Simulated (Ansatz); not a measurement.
Molecule: sum formula BNH (charge 0, doublet). It need not be the lowest isomer of its formula. SMILES: [B]=N
Coordinates optimised at B3LYP-D3(BJ)/def2-TZVP (Ansatz, a first-principles code):
```
N
B 1 1.2337
H 1 0.9930 2 180.00
```
Charge 0, spin multiplicity 2.

Parts of the frozen-core correlation energy in cc-pVDZ (Ansatz, hartree). Frozen orbitals: 2; correlated occupied orbitals by spin: 5 and 4; virtual: 26 and 27. UHF or UKS for open shells. Spin-orbit coupling is left out. Non-relativistic.

| term | value |
|---|---|
| reference (HF) | -79.65654 |
| MP2 opposite-spin | -0.15855 |
| MP2 same-spin | (withheld) |
| CCSD correlation | (withheld) |
| (T) | (withheld) |
| CCSDT minus CCSD(T) | -0.00097 |
| CCSDT(Q) minus CCSD(T) | -0.00188 |
| T1 diagnostic | 0.030 |
| largest doubles amplitude | 0.072 |
| <S^2> of the reference | 0.846 |

What belongs in the gaps?


- MP2 same-spin, value: -0.05935
- CCSD correlation, value: -0.23273
- (T), value: -0.00889
